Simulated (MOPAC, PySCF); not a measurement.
C$_{2}$H$_{10}$Si$_{2}$, SMILES `CC([SiH3])[SiH3]`, neutral singlet in the gas phase. 

Cartesian coordinates (Å):
```xyz
14

C      1.4627     0.5508     0.2159
C      0.2132    -0.0683    -0.4251
Si    -1.2041     1.1598    -0.4820
Si    -0.2773    -1.6613     0.4362
H      1.7803     1.4559    -0.3095
H      1.2763     0.8285     1.2573
H      2.3063    -0.1453     0.2116
H      0.4251    -0.3383    -1.4684
H     -2.3850     0.5833    -1.1795
H     -0.7791     2.3942    -1.1993
H     -1.6041     1.5409     0.9004
H     -0.6435    -1.3833     1.8521
H      0.8666    -2.6155     0.4311
H     -1.4374    -2.3012    -0.2407
```
Charge 0, spin multiplicity 1.

All levels are single points at this geometry (PBE0-D3(BJ)/def2-TZVP); Pople sets use spherical d functions. Orbital energies aren't observables, and empty levels follow the basis.

PBE-D3(BJ)/def2-TZVP in PySCF gives HOMO (eV) = -7.09.

**Question.** Estimate the HOMO (eV) from each of these levels: PBE0-D3(BJ)/def2-TZVP in PySCF; B3LYP/3-21G in PySCF; PBE/6-31G* in PySCF; AM1 in MOPAC; PM3 in MOPAC.

**Answer.** 
```
level                           HOMO (eV)
------------------------------  ---------
PBE0-D3(BJ)/def2-TZVP in PySCF      -8.30
B3LYP/3-21G in PySCF                -8.02
PBE/6-31G* in PySCF                 -6.94
AM1 in MOPAC                       -10.78
PM3 in MOPAC                       -10.04
```
